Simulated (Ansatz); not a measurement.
## Energy profile

The step: AlH₃O₃ ([OH][Al]([OH])[OH]) + AsH₃ → AlAsH₄O₂ ([OH][Al]([OH])[AsH2]) + H₂O (still joined by a long Al–O bond); bonds formed: Al1–As6, O2–H5; bonds broken: H5–As6; bonds weakened to dative contacts: Al1–O2 (atoms numbered as in the saddle structure below).

```
atom    x (Å)    y (Å)    z (Å)
 Al1   0.2563  -0.7007   0.2866
  O2   0.6994  -0.4222  -1.4314
  O3   1.5768  -0.3082   1.2771
  O4  -0.8487  -1.9649   0.4798
  H5  -0.0510   0.5997  -1.0861
 As6  -1.1688   1.5021   0.0802
  H7   1.6056  -0.1562  -1.6200
  H8   1.6693  -0.5469   2.1962
  H9  -1.3002  -2.1969   1.2867
 H10  -2.0951   1.5002  -1.1153
 H11  -0.3436   2.6940  -0.3537
```

Electronic energies by CCSD(T) at an estimated basis limit (MP2 extrapolated from triple and quadruple zeta, plus CCSD(T) − MP2 in triple zeta), on PBE0-D4/def2-TZVP structures; AlAsH6O3, singlet; no counterpoise correction. Computed with Ansatz 0.2.0 (basis: def2-TZVPP and def2-QZVPP); correlated methods freeze the cores. Filled d shells of the heavier atoms are correlated. The def2 sets are not built for correlating such inner shells, so the correlated values are less sure here. Extrapolation: Hartree–Fock as exp(−7.88 √X), correlation as X^−2.97.

Problem. Give the profile in kJ/mol, counted from the separated reactants. (Judge from chemistry; the value comes from the calculation.)

Solution. Computed:
```tsv
point	kJ/mol
separated: AlH3O3 (linked as [OH][Al]([OH])[OH]; Al1, O2, O3, O4, H7, H8, H9; singlet) + AsH3 (H5, As6, H10, H11; singlet)	0.0
start structure	-10.5
saddle	73.2
end structure	-21.8
separated: AlAsH4O2 (linked as [OH][Al]([OH])[AsH2]; Al1, O3, O4, As6, H8, H9, H10, H11; singlet) + H2O (O2, H5, H7; singlet)	63.7
```

The T1 diagnostic stays at or below 0.013.

For scale, one of the runs: CCSD(T)/def2-TZVPP, 267 basis functions, launched by `ansatz run in.yaml --threads 8 --pin off --events-out ev --progress --plain --max-ram 19148MiB`. The run took 4.2 min on 8 CPU threads of an Intel Xeon (shared host), with 7 GiB of host memory at its peak.
